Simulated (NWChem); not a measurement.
SiHSCl, singlet; SMILES [Si](S)Cl

```xyz
4

Si     0.9741     0.0254     0.0000
Cl    -0.4002     1.6107     0.0000
S     -0.4583    -1.5752     0.0000
H      0.4976    -2.5338     0.0000
```
Atoms are numbered in this order, from 1.

Results from NWChem. Low-valent species are run as closed-shell singlets; no triplet was tried in these runs. Coordinates come from a PBE0/def2-SVP optimisation.

### Question
What does the run give for PBE/def2-SVP? Quantities: highest occupied level (eV); orbital gap (eV); dipole (D).

### Answer
```
Quantity                     Result
---------------------------  ------
highest occupied level (eV)   -6.07
orbital gap (eV)               2.93
dipole (D)                     1.70
```
